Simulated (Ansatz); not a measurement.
## Nudged elastic band run: ClGe₂H₇

The input (input.yaml):

```yaml
crystal:
  periodic: [false, false, false]
  atoms:
    - { symbol: Ge, position_ang: [-0.182583, -0.141208, -0.110306] }
    - { symbol: H, position_ang: [-0.212786, -0.161591, 1.447862] }
    - { symbol: H, position_ang: [1.304545, -0.177846, -0.538331] }
    - { symbol: Ge, position_ang: [-1.30726, 1.853084, -0.94218] }
    - { symbol: H, position_ang: [-2.762035, 1.508814, -1.348616] }
    - { symbol: H, position_ang: [-1.344146, 2.946665, 0.150452] }
    - { symbol: H, position_ang: [-0.564461, 2.405286, -2.18244] }
    - { symbol: H, position_ang: [-0.87247, -1.441061, -0.593396] }
    - { symbol: Cl, position_ang: [1.682661, 2.635863, 1.883925] }
    - { symbol: H, position_ang: [1.068834, 1.505696, 2.12353] }
basis:
  gaussian: { orbitals: def2-mTZVP }
hamiltonian:
  xc: pbe
  dispersion: d4
neb:
  order_check: false
  images: 5
  f_tol: 0.05
  max_iterations: 60
  final_atoms:
    - { symbol: Ge, position_ang: [0.50648387, 0.26527828, -0.57340617] }
    - { symbol: H, position_ang: [-0.84027021, 0.8485725, 3.00779405] }
    - { symbol: H, position_ang: [1.17296245, -0.28992952, -1.85772806] }
    - { symbol: Ge, position_ang: [-1.23347878, 1.91002722, -1.01196042] }
    - { symbol: H, position_ang: [-2.42774551, 1.22218988, -1.72212115] }
    - { symbol: H, position_ang: [-1.71154145, 2.52303655, 0.32431607] }
    - { symbol: H, position_ang: [-0.66959389, 3.0224351, -1.9260691] }
    - { symbol: H, position_ang: [0.05595321, -0.90813006, 0.33175055] }
    - { symbol: Cl, position_ang: [2.11053076, 1.28483778, 0.53011169] }
    - { symbol: H, position_ang: [-0.15300146, 1.05538425, 2.78781254] }
  initial_path:
    images:
      - { positions_ang: [[-0.182583, -0.141208, -0.110306], [-0.212786, -0.161591, 1.447862], [1.304545, -0.177846, -0.538331], [-1.30726, 1.853084, -0.94218], [-2.762035, 1.508814, -1.348616], [-1.344146, 2.946665, 0.150452], [-0.564461, 2.405286, -2.18244], [-0.87247, -1.441061, -0.593396], [1.682661, 2.635863, 1.883925], [1.068834, 1.505696, 2.12353]] }
      - { positions_ang: [[-0.11911594, -0.0933202, -0.07024271], [-0.13487556, -0.09986104, 1.60181495], [1.35829002, -0.11624086, -0.53104887], [-1.25215479, 1.88334216, -0.89580212], [-2.71189591, 1.53110082, -1.27578508], [-1.26828005, 2.98172325, 0.19381512], [-0.52357375, 2.4237107, -2.15020788], [-0.82055925, -1.38507501, -0.5579834], [1.43589837, 2.49545472, 1.51377501], [0.84656585, 1.31286746, 2.06216499]] }
      - { positions_ang: [[-0.05564888, -0.0454324, -0.03017943], [-0.05696513, -0.03813108, 1.75576791], [1.41203505, -0.05463571, -0.52376674], [-1.19704958, 1.91360031, -0.84942425], [-2.66175681, 1.55338764, -1.20295415], [-1.1924141, 3.01678151, 0.23717823], [-0.48268649, 2.4421354, -2.11797577], [-0.7686485, -1.32908903, -0.52257081], [1.18913574, 2.35504643, 1.14362502], [0.6242977, 1.12003892, 2.00079998]] }
      - { positions_ang: [[0.00781819, 0.00245541, 0.00988386], [0.02094531, 0.02359888, 1.90972086], [1.46578007, 0.00696943, -0.51648461], [-1.14194437, 1.94385847, -0.80304637], [-2.61161772, 1.57567446, -1.13012323], [-1.11654816, 3.05183976, 0.28054135], [-0.44179924, 2.4605601, -2.08574365], [-0.71673774, -1.27310304, -0.48715821], [0.94237311, 2.21463815, 0.77347502], [0.40202954, 0.92721038, 1.93943498]] }
      - { positions_ang: [[0.17404008, 0.09006303, -0.18454615], [-0.26612653, 0.29859009, 2.27574526], [1.3681742, -0.09199688, -0.96356576], [-1.17245584, 1.93258139, -0.87268439], [-2.55032698, 1.45784626, -1.32745587], [-1.31487925, 2.87557202, 0.29513292], [-0.51773079, 2.64785177, -2.0325188], [-0.45917409, -1.15144538, -0.21418862], [1.33175899, 1.90470469, 0.69235391], [0.21701921, 0.969935, 2.2222275]] }
      - { positions_ang: [[0.34026197, 0.17767066, -0.37897616], [-0.55319837, 0.5735813, 2.64176966], [1.27056833, -0.1909632, -1.41064691], [-1.20296731, 1.92130431, -0.94232241], [-2.48903625, 1.34001807, -1.52478851], [-1.51321035, 2.69930429, 0.3097245], [-0.59366234, 2.83514344, -1.97929395], [-0.20161044, -1.02978772, 0.05878096], [1.72114488, 1.59477124, 0.6112328], [0.03200888, 1.01265963, 2.50502002]] }
      - { positions_ang: [[0.50648387, 0.26527828, -0.57340617], [-0.84027021, 0.8485725, 3.00779405], [1.17296245, -0.28992952, -1.85772806], [-1.23347878, 1.91002722, -1.01196042], [-2.42774551, 1.22218988, -1.72212115], [-1.71154145, 2.52303655, 0.32431607], [-0.66959389, 3.0224351, -1.9260691], [0.05595321, -0.90813006, 0.33175055], [2.11053076, 1.28483778, 0.53011169], [-0.15300146, 1.05538425, 2.78781254]] }
```

Launched with:

```bash
$ ansatz run input.yaml --threads 4 --pin off --max-ram 5120MiB --backend cpu --events-out ev --progress --plain --runs-dir out
```

Output, in part (warnings, iteration lines, the closing report on the highest movable image, with atoms numbered from 0):

```
NEB end point (image 0): max|allowed force component| = 1.100e-2 eV/Å (the criterion of neb.relax_end_points is 1.000e-2)
NEB end point (image 6): max|allowed force component| = 2.226e-2 eV/Å (the criterion of neb.relax_end_points is 1.000e-2)
NEB iter   1: max|band force component| = 4.226e0 eV/Å  barrier→ = 3.0916 eV  barrier← = 3.7184 eV  Δτ_max = 0.2000 Å  (180 SCF iters)
NEB iter   2: max|band force component| = 1.913e0 eV/Å  barrier→ = 2.1869 eV  barrier← = 2.8136 eV  Δτ_max = 0.2000 Å  (144 SCF iters)
NEB iter   3: max|band force component| = 1.692e0 eV/Å  barrier→ = 1.5024 eV  barrier← = 2.1291 eV  Δτ_max = 0.2000 Å  (141 SCF iters)
NEB iter   4: max|band force component| = 1.597e0 eV/Å  barrier→ = 1.4452 eV  barrier← = 2.0719 eV  Δτ_max = 0.2000 Å  (142 SCF iters)
NEB iter   5: max|band force component| = 8.973e-1 eV/Å  barrier→ = 1.5415 eV  barrier← = 2.1683 eV  Δτ_max = 0.2000 Å  (136 SCF iters)
NEB iter   6: max|band force component| = 8.525e-1 eV/Å  barrier→ = 1.4916 eV  barrier← = 2.1183 eV  Δτ_max = 0.1999 Å  (136 SCF iters)
NEB iter   7: max|band force component| = 5.378e-1 eV/Å  barrier→ = 1.3638 eV  barrier← = 1.9906 eV  Δτ_max = 0.1218 Å  (135 SCF iters)
NEB iter   8: max|band force component| = 5.319e-1 eV/Å  barrier→ = 1.2922 eV  barrier← = 1.9189 eV  CI = image 2  Δτ_max = 0.1669 Å  (134 SCF iters)
NEB iter   9: max|band force component| = 7.406e-1 eV/Å  barrier→ = 1.4326 eV  barrier← = 2.0594 eV  CI = image 2  Δτ_max = 0.0842 Å  (139 SCF iters)
NEB iter  10: max|band force component| = 1.544e-1 eV/Å  barrier→ = 1.4272 eV  barrier← = 2.0540 eV  CI = image 2  Δτ_max = 0.0945 Å  (131 SCF iters)
NEB iter  11: max|band force component| = 1.711e-1 eV/Å  barrier→ = 1.4208 eV  barrier← = 2.0475 eV  CI = image 2  Δτ_max = 0.0472 Å  (135 SCF iters)
NEB iter  12: max|band force component| = 1.317e-1 eV/Å  barrier→ = 1.4146 eV  barrier← = 2.0413 eV  CI = image 2  Δτ_max = 0.0472 Å  (134 SCF iters)
NEB iter  13: max|band force component| = 9.914e-2 eV/Å  barrier→ = 1.4091 eV  barrier← = 2.0359 eV  CI = image 2  Δτ_max = 0.0470 Å  (134 SCF iters)
NEB iter  14: max|band force component| = 8.600e-2 eV/Å  barrier→ = 1.4043 eV  barrier← = 2.0311 eV  CI = image 2  Δτ_max = 0.0471 Å  (133 SCF iters)
NEB iter  15: max|band force component| = 1.151e-1 eV/Å  barrier→ = 1.4003 eV  barrier← = 2.0271 eV  CI = image 2  Δτ_max = 0.0235 Å  (133 SCF iters)
NEB iter  16: max|band force component| = 7.581e-2 eV/Å  barrier→ = 1.3987 eV  barrier← = 2.0255 eV  CI = image 2  Δτ_max = 0.0235 Å  (126 SCF iters)
NEB iter  17: max|band force component| = 6.853e-2 eV/Å  barrier→ = 1.3973 eV  barrier← = 2.0240 eV  CI = image 2  Δτ_max = 0.0470 Å  (135 SCF iters)
NEB iter  18: max|band force component| = 7.746e-2 eV/Å  barrier→ = 1.3949 eV  barrier← = 2.0217 eV  CI = image 2  Δτ_max = 0.0939 Å  (135 SCF iters)
NEB iter  19: max|band force component| = 9.813e-2 eV/Å  barrier→ = 1.3928 eV  barrier← = 2.0195 eV  CI = image 2  Δτ_max = 0.0470 Å  (132 SCF iters)
NEB iter  20: max|band force component| = 7.861e-2 eV/Å  barrier→ = 1.3922 eV  barrier← = 2.0189 eV  CI = image 2  Δτ_max = 0.0469 Å  (136 SCF iters)
NEB iter  21: max|band force component| = 5.355e-2 eV/Å  barrier→ = 1.3920 eV  barrier← = 2.0187 eV  CI = image 2  Δτ_max = 0.0470 Å  (125 SCF iters)
NEB iter  22: max|band force component| = 5.490e-2 eV/Å  barrier→ = 1.3919 eV  barrier← = 2.0186 eV  CI = image 2  Δτ_max = 0.0939 Å  (129 SCF iters)
NEB iter  23: max|band force component| = 4.196e-2 eV/Å  barrier→ = 1.3918 eV  barrier← = 2.0186 eV  CI = image 2  Δτ_max = 0.0000 Å  (257 SCF iters)
Total energy: -125649.03795090 eV, -4617.5169767187 hartree
Atom 0 at    -0.004991     0.178089    -0.049977 Å, force     0.003963     0.003494     0.004577 eV/Å
Atom 1 at     0.232939     0.007121     1.825704 Å, force     0.006739     0.006662    -0.002809 eV/Å
Atom 2 at     1.301868    -0.354873    -0.670215 Å, force    -0.002418     0.000856     0.000107 eV/Å
Atom 3 at    -1.303777     2.037678    -0.930071 Å, force    -0.000267    -0.002374    -0.001714 eV/Å
Atom 4 at    -2.448597     1.469929    -1.814686 Å, force    -0.000217    -0.000154    -0.000172 eV/Å
Atom 5 at    -1.902145     2.781656     0.279951 Å, force     0.000032     0.001188     0.000056 eV/Å
Atom 6 at    -0.354396     2.932859    -1.746950 Å, force     0.000165     0.000646    -0.000620 eV/Å
Atom 7 at    -0.905143    -1.070401     0.268796 Å, force    -0.000029     0.001685    -0.000252 eV/Å
Atom 8 at     1.496701     2.208757     0.978859 Å, force    -0.004825    -0.006720     0.001030 eV/Å
Atom 9 at     0.697841     0.742889     1.749088 Å, force    -0.003143    -0.005282    -0.000203 eV/Å
Dipole moment:    -0.576505    -0.520472    -0.307912 e Å
```

The forces met the threshold. A structure lower than the first end lies on the path between it and the top, so the climb from that side starts below the end, which may itself be a saddle point or a shallow side well. Neighbouring images differ by up to 1.4 eV, so the band resolves the path poorly. A vibrational analysis at the climbing image gives one clearly imaginary mode, 882i cm⁻¹: a first-order saddle point. The orbitals stay closed-shell, which can raise the energy where a bond breaks towards radicals; this wasn't checked here.

Final band (atoms are numbered from 1 in the order of the input):

| image | path coordinate (Å) | energy (kcal/mol) | Ge1–H2 (Å) | Cl9–H10 (Å) | Ge1–Cl9 (Å) |
| --- | --- | --- | --- | --- | --- |
| 0 | 0.00 | 0.0 | 1.56 | 1.31 | 3.89 |
| 1 | 1.56 | -0.2 | 1.56 | 1.31 | 3.85 |
| 2 | 3.11 | 32.1 | 1.90 | 1.84 | 2.73 |
| 3 | 4.17 | 3.8 | 2.59 | 2.23 | 2.29 |
| 4 | 5.22 | -12.0 | 3.24 | 2.64 | 2.21 |
| 5 | 6.28 | -14.3 | 3.82 | 3.09 | 2.20 |
| 6 | 7.34 | -14.5 | 3.87 | 3.21 | 2.20 |

The run took 2.8 min on 4 threads of Arm Neoverse V1 (shared host), peak memory 0.18 GiB.
